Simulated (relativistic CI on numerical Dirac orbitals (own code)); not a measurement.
**Ru³⁺ (4d5) in a crystal field**

Calculated by Dirac-Coulomb-Breit CI, orbitals from a KLI potential per configuration, model QED, valence Slater integrals scaled by 0.7, one configuration in a parametric crystal field (own radial code).

Field parameters in Wybourne normalisation: Oh B⁴₀ = 21Dq, B⁴₄ = √(5/14) B⁴₀. The field is a parameter set, without covalency.

S is read from ⟨S²⟩ = S(S + 1).

Powder χT (cm³ K mol⁻¹) by Van Vleck's formula, with temperature-independent terms:

| Field | 2 K | 5 K | 10 K | 20 K | 50 K | 100 K | 200 K | 300 K |
| --- | --- | --- | --- | --- | --- | --- | --- | --- |
| Oh, 10Dq = 6000 cm⁻¹ | 4.3 | 4.35 | 4.35 | 4.36 | 4.36 | 4.36 | 4.36 | 4.36 |
| Oh, 10Dq = 10750 cm⁻¹ | 2.76 | 3.91 | 4.22 | 4.3 | 4.33 | 4.33 | 4.33 | 4.33 |
| Oh, 10Dq = 15550 cm⁻¹ | 0.799 | 0.826 | 0.872 | 0.963 | 1.24 | 1.7 | 2.49 | 2.93 |
| Oh, 10Dq = 20350 cm⁻¹ | 0.504 | 0.506 | 0.509 | 0.516 | 0.538 | 0.574 | 0.645 | 0.717 |
| Oh, 10Dq = 25100 cm⁻¹ | 0.486 | 0.488 | 0.492 | 0.498 | 0.519 | 0.553 | 0.622 | 0.69 |
| Oh, 10Dq = 29900 cm⁻¹ | 0.473 | 0.475 | 0.478 | 0.485 | 0.505 | 0.539 | 0.605 | 0.672 |
| Oh, 10Dq = 34700 cm⁻¹ | 0.463 | 0.465 | 0.468 | 0.475 | 0.494 | 0.527 | 0.593 | 0.659 |
| Oh, 10Dq = 39500 cm⁻¹ | 0.454 | 0.456 | 0.46 | 0.466 | 0.486 | 0.518 | 0.583 | 0.648 |

(1) For Oh, 10Dq = 25100 cm⁻¹: what effective moment follows at 300 K?

Results:

(1) μ_eff = √(8χT) = 2.35 μB. The ground level has S = 0.53; the spin-only moment for S = 1/2 is 1.73 μB. The difference comes from the orbital moment, spin-orbit mixing of terms and temperature-independent paramagnetism, all larger in this ionic model than in covalent complexes.
